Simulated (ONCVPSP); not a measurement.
sulfur (S), ONCV: configuration errors across variants

ONCVPSP 4.0.1 input, shortened (lines: element, Z, core and valence counts, functional; n l f; lmax; l rc ep ncon nbas qcut; lloc lpopt rc5 dvloc0; l nproj debl; icmod fcfact rcfact), LDA (Perdew-Wang 92), scalar-relativistic:

```
  S 16.00    3    2  -001012      upf
    1    0    2.00
    2    0    2.00
    2    1    6.00
    3    0    2.00
    3    1    4.00
    1
    0    1.40    0.00    4    7    4.10
    1    1.35    0.00    4    8    7.40
    4    5    1.10    0.00
    0    2    3.30
    1    2    0.30
    3    1.50    1.25
```

All-electron excitation energies from the reference (eV): (1) 3s2 3p3 11.858; (2) 3s2 3p2 34.228; (3) 3s2 3p1 68.382; (4) 3s1 3p5 10.242.

3 further variants failed, have other tests or another functional or relativity, and are left out.

Errors AE − PS in meV (a dash: test not solved or not reliable):

| change | (1) | (2) | (3) | (4) | bound ghosts | GHOST(+) flags above zero |
| --- | --- | --- | --- | --- | --- | --- |
| base | +1.8 | +20 | +90 | +0.2 | none | s |
| core correction Teter function, fcfact 7.8, rcfact 1.25 | +1.0 | +13 | +57 | -1.0 | none | s |
| core correction none | +2.0 | +23 | +105 | +1.4 | none | s |
| core correction Teter function, fcfact 1.5, rcfact 1.54 | +1.0 | +14 | +63 | -0.3 | none | s |

(1) Give the same row for: s: nproj 3.

Answers

(1) +1.7, +20, +90, +0.2; bound ghosts: none; GHOST(+) flags above zero: s.
